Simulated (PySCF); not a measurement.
Species: `C/C([SiH3])=P/C1CCC1`. The columns A, B, C and D hold Mulliken, IAO, Hirshfeld and ESP-fitted charges (e) of one PBE0/pcSseg-1 density (PySCF), in a shuffled order. Coordinates in Å (PBE0-D3(BJ)/def2-SVP); the density's dipole moment is (0.36, -0.18, -0.59) D.

| atom | x | y | z | A | B | C | D |
| --- | --- | --- | --- | --- | --- | --- | --- |
| C1 | -3.111 | 0.429 | 1.091 | -0.399 | -0.120 | -0.417 | -0.199 |
| C2 | -1.784 | -0.005 | 0.523 | -0.499 | -0.139 | +0.097 | -0.760 |
| Si3 | -1.858 | -0.848 | -1.155 | +0.567 | +0.292 | +0.215 | +0.532 |
| P4 | -0.402 | 0.320 | 1.422 | +0.360 | +0.099 | -0.373 | +0.455 |
| C5 | 1.027 | -0.268 | 0.396 | -0.304 | -0.078 | +0.583 | -0.567 |
| C6 | 2.441 | 0.027 | 0.949 | -0.253 | -0.073 | -0.319 | -0.154 |
| C7 | 2.898 | 0.340 | -0.487 | -0.255 | -0.068 | +0.054 | -0.220 |
| C8 | 1.422 | 0.512 | -0.884 | -0.252 | -0.069 | -0.311 | -0.183 |
| H9 | -3.623 | 1.134 | 0.412 | +0.147 | +0.046 | +0.130 | +0.136 |
| H10 | -3.791 | -0.431 | 1.214 | +0.149 | +0.045 | +0.123 | +0.136 |
| H11 | -3.003 | 0.924 | 2.070 | +0.144 | +0.039 | +0.153 | +0.123 |
| H12 | -1.800 | 0.165 | -2.257 | -0.112 | -0.076 | -0.077 | -0.063 |
| H13 | -3.162 | -1.574 | -1.273 | -0.113 | -0.079 | -0.069 | -0.084 |
| H14 | -0.749 | -1.826 | -1.359 | -0.115 | -0.072 | -0.068 | -0.088 |
| H15 | 0.915 | -1.342 | 0.175 | +0.141 | +0.035 | -0.068 | +0.170 |
| H16 | 2.951 | -0.781 | 1.496 | +0.133 | +0.037 | +0.060 | +0.130 |
| H17 | 2.443 | 0.928 | 1.585 | +0.131 | +0.034 | +0.100 | +0.122 |
| H18 | 3.573 | 1.196 | -0.636 | +0.131 | +0.038 | +0.018 | +0.126 |
| H19 | 3.345 | -0.542 | -0.971 | +0.134 | +0.040 | +0.016 | +0.120 |
| H20 | 1.099 | 1.565 | -0.829 | +0.132 | +0.034 | +0.093 | +0.122 |
| H21 | 1.088 | 0.100 | -1.848 | +0.132 | +0.036 | +0.060 | +0.145 |

**Question.** Which column most likely holds the ESP-fitted charges?

**Answer.** C. Σ q r misses the density's dipole by 0.06 D (C), 1.04 D (B), 1.19 D (A), 1.21 D (D). Charges fitted to the outside potential are the only set here that is tied to the molecule's multipoles.

**Question.** And the Hirshfeld charges?

**Answer.** B. The mean sizes are 0.074 e (B), 0.162 e (C), 0.219 e (A), 0.221 e (D), and Hirshfeld charges are commonly the smallest of these schemes.

As computed, A = IAO, B = Hirshfeld, C = ESP-fitted, D = Mulliken. Hydrogens on carbon: IAO +0.13 to +0.15, Hirshfeld +0.03 to +0.05, ESP-fitted -0.07 to +0.15, Mulliken +0.12 to +0.17 e.

The Mulliken scheme counts on each atom the diagonal of the density matrix times the overlap matrix over that atom's basis functions. The ESP scheme is a least-squares fit of atom-centred charges to the potential on four shells outside the van der Waals surface, with the total charge fixed.

Geometry: PBE0-D3(BJ)/def2-SVP, one conformer, isolated molecule.

The run behind these numbers computed NMR shieldings as well. The run took 46 s on one thread of an Arm Neoverse V1 (shared host), and the process peaked at 0.90 GiB of memory.

Shape of the structure used: `[CH3:1]/[C:2]([SiH3:3])=[P:4]/[CH:5]1[CH2:6][CH2:7][CH2:8]1`: C2–P4–C5–C6 175°.
